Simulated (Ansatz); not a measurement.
Cost and result for the atomization energy of C$_{2}$H$_{6}$O$_{2}$SSi (`O[SiH2]/C(O)=C/S`) (12 atoms, 11 bonds).

```json
{"atom": "O1", "x (Å)": "0.772", "y (Å)": "1.904", "z (Å)": "1.683"}
{"atom": "Si2", "x (Å)": "0.802", "y (Å)": "0.283", "z (Å)": "1.415"}
{"atom": "C3", "x (Å)": "0.126", "y (Å)": "-0.136", "z (Å)": "-0.287"}
{"atom": "O4", "x (Å)": "0.763", "y (Å)": "0.482", "z (Å)": "-1.302"}
{"atom": "C5", "x (Å)": "-0.894", "y (Å)": "-0.987", "z (Å)": "-0.468"}
{"atom": "S6", "x (Å)": "-1.388", "y (Å)": "-1.451", "z (Å)": "-2.098"}
{"atom": "H7", "x (Å)": "1.251", "y (Å)": "2.461", "z (Å)": "1.068"}
{"atom": "H8", "x (Å)": "-0.076", "y (Å)": "-0.341", "z (Å)": "2.429"}
{"atom": "H9", "x (Å)": "2.186", "y (Å)": "-0.253", "z (Å)": "1.502"}
{"atom": "H10", "x (Å)": "0.336", "y (Å)": "0.191", "z (Å)": "-2.130"}
{"atom": "H11", "x (Å)": "-1.381", "y (Å)": "-1.457", "z (Å)": "0.377"}
{"atom": "H12", "x (Å)": "-2.499", "y (Å)": "-0.695", "z (Å)": "-2.189"}
```

Charge 0, multiplicity 1. The geometry is a stationary point of PBE0-D4/def2-TZVP. It is one conformer, not always the lowest. Program: Ansatz. All runs use 2 threads of an AMD EPYC 7R13 on a shared host and a share of an NVIDIA H100 80 GB. Times are those of one run each, without the atoms' runs, and a repeat can differ threefold. Electronic energies, without spin–orbit coupling; frozen cores. CCSD(T)/CBS adds CCSD(T) − MP2 in def2-TZVPP to the MP2 limit, and its time is that of the two runs behind it. T1 = 0.013. B3LYP takes the VWN-RPA correlation (the form of Gaussian; ORCA's B3LYP/G).

CCSD(T)/CBS is a level of theory with its own doubt, some kJ/mol a heavy atom from the limit and from the frozen cores, so smaller differences don't rank the functionals.

```tsv
level	functions	wall time	atomization (kJ/mol)	difference from CCSD(T)/CBS	per bond
PBE0-D4/def2-TZVPP	292	2.2 s	4510.7	-8.6	-0.8
B3LYP-D4/def2-TZVPP (with forces)	292	2.2 s	4498.7	-20.6	-1.9
ωB97X-V/def2-TZVPP	292	2.4 s	4524.8	5.5	0.5
B2PLYP/def2-TZVPP	292	2.4 s	4452.4	-66.9	-6.1
r2SCAN-D4/def2-TZVPP (with forces)	292	2.5 s	4529.7	10.4	0.9
PBE-D4/def2-TZVPP (with forces)	292	3.2 s	4621.8	102.5	9.3
ωB97M-V/def2-TZVPP (with forces)	292	3.6 s	4531.2	11.9	1.1
MP2/def2-QZVPP	548	4.1 s	4568.6	49.3	4.5
CCSD(T)/def2-TZVPP	292	4.7 s	4381.4	-137.9	-12.5
CCSD(T)/CBS(def2)	–	8.8 s	4519.3	0.0	0.0
```

From PBE to PBE0 (25 % exact exchange), in def2-TZVPP and without D4, the atomization energy moves by −106.8 kJ/mol: exact exchange takes away binding that semilocal exchange gives to molecules. In def2-TZVPP, CCSD(T) changes the Hartree–Fock value by +1232.5 kJ/mol (the triples alone add +84.6 kJ/mol) and MP2 by +1337.8 kJ/mol; breaking electron pairs costs correlation energy, which Hartree–Fock lacks. The D4 term adds +46.7 kJ/mol with B3LYP and +24.6 kJ/mol with PBE0; it sums over pairs of atoms, weighted by their polarisabilities, and B3LYP, whose exchange is more repulsive, gets the larger term.
